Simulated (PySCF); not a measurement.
**Two-component Hartree-Fock for Pt⁶⁵⁺ (platinum, charge +65)**

Start: [Ne] 3s2 3p1; 3p3/2 filled at m_j = +3/2. Calculated with PySCF 2.14 in an even-tempered Gaussian basis (17 s from 22 bohr⁻², ratio 2.4; 14 p from 29 bohr⁻², ratio 2.4; 4 d from 94 bohr⁻², ratio 2.6; 4 f from 140 bohr⁻², ratio 2.6): generalised Hartree-Fock with the X2C-1e Hamiltonian and a Gaussian nucleus; one run each with spin-orbit coupling (SO) screened by Boettger's factors, then bare. This is a chosen level, not necessarily the ground level.

```json
{"spinor shell": "1s1/2", "electrons": "2", "ε, screened SO (eV)": "-84463.0", "ε, bare SO (eV)": "-84461.8", "weight of nominal j (bare SO)": "1.000", "rms radius, bare SO (bohr)": "0.0193"}
{"spinor shell": "2s1/2", "electrons": "2", "ε, screened SO (eV)": "-19344.0", "ε, bare SO (eV)": "-19343.8", "weight of nominal j (bare SO)": "1.000", "rms radius, bare SO (bohr)": "0.0769"}
{"spinor shell": "2p1/2", "electrons": "2", "ε, screened SO (eV)": "-18796.9", "ε, bare SO (eV)": "-18838.0", "weight of nominal j (bare SO)": "1.000", "rms radius, bare SO (bohr)": "0.0650"}
{"spinor shell": "3s1/2", "electrons": "2", "ε, screened SO (eV)": "-7839.0", "ε, bare SO (eV)": "-7839.0", "weight of nominal j (bare SO)": "1.000", "rms radius, bare SO (bohr)": "0.184"}
{"spinor shell": "3p3/2", "electrons": "1", "ε, screened SO (eV)": "-7198.3", "ε, bare SO (eV)": "-7194.9", "weight of nominal j (bare SO)": "1.000", "rms radius, bare SO (bohr)": "0.186"}
```

Problem. Where does 2p3/2 lie, and what is the 2p spin-orbit splitting (bare SO)?

Solution. At -17007.2 eV, 1830.8 eV above 2p1/2.

```json
{"quantity": "E (hartree)", "screened SO": "-13302.38393", "bare SO": "-13303.50339"}
{"quantity": "M_J", "screened SO": "3/2", "bare SO": "3/2"}
{"quantity": "⟨J²⟩", "screened SO": "3.750", "bare SO": "3.750"}
{"quantity": "⟨L²⟩", "screened SO": "2.040", "bare SO": "2.042"}
{"quantity": "⟨S²⟩", "screened SO": "0.790", "bare SO": "0.792"}
```

Each row is a mean over spinors that exchange with the open shell spreads, by up to 30.534 eV (3s1/2).

Breit and QED terms are absent; they matter most for the inner s and p1/2 levels.

Densities and radii are taken from the X2C orbitals without a picture-change correction, which distorts them close to the nucleus.
